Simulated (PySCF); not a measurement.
Computed IR spectrum (relative IR intensity) of a molecule C6H4N2. Coordinates come from a PBE-D3(BJ)/def2-SVP optimisation. The values are those of a single conformer. Computed with PBE-D3(BJ)/def2-SVP (PySCF). Harmonic, unscaled wavenumbers; measured fundamentals usually lie a few per cent lower.

ν (cm⁻¹): 141 (w), 157 (m), 397 (w), 544 (vw), 571 (w), 617 (m), 703 (vs), 776 (vw), 804 (s), 947 (w), 1002 (s), 1103 (m), 1190 (m), 1210 (vw), 1296 (vw), 1330 (vw), 1411 (s), 1461 (s), 1564 (s), 1603 (s), 2273 (s), 3087 (s), 3095 (w), 3132 (w), 3146 (w) (against the strongest line: vs over 80 %, s over 45 %, m over 15 %, w over 4 %, vw less)

Problem. Which molecule gave these data?
A) N#Cc1ccncc1
B) C#Cc1cnccn1
C) C#Cc1ccncn1
D) N#Cc1cccnc1

Solution. D, N#Cc1cccnc1
